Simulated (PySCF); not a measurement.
HO3S, charge -1.

```xyz
5

O     -0.2799     1.3841     0.1904
S     -0.2254    -0.0245    -0.3669
O     -0.9489    -1.0020     0.5148
O      1.4693    -0.3744    -0.0445
H      1.6814     0.3300     0.5844
```
Charge -1, spin multiplicity 1.

Geometry: PBE0-D3(BJ)/def2-SVPD. Other conformers were not sampled.

These are PySCF with PBE/pcSseg-2 values and carry that method's errors. Non-relativistic, no solvent.

Task: Give the absolute GIAO shielding of each atom: isotropic value and principal components (ppm). (Estimate from the structure and the level; the computed values follow.)

Result: 
```csv
atom,σ(iso),σ11,σ22,σ33,span
O1,6.8,-128.0,63.9,84.4,212.4
S2,-58.0,-155.4,-78.1,59.5,214.9
O3,-1.6,-155.7,68.0,82.9,238.6
O4,41.3,-112.0,-49.3,285.1,397.1
H5,29.9,26.2,28.5,34.9,8.7
```
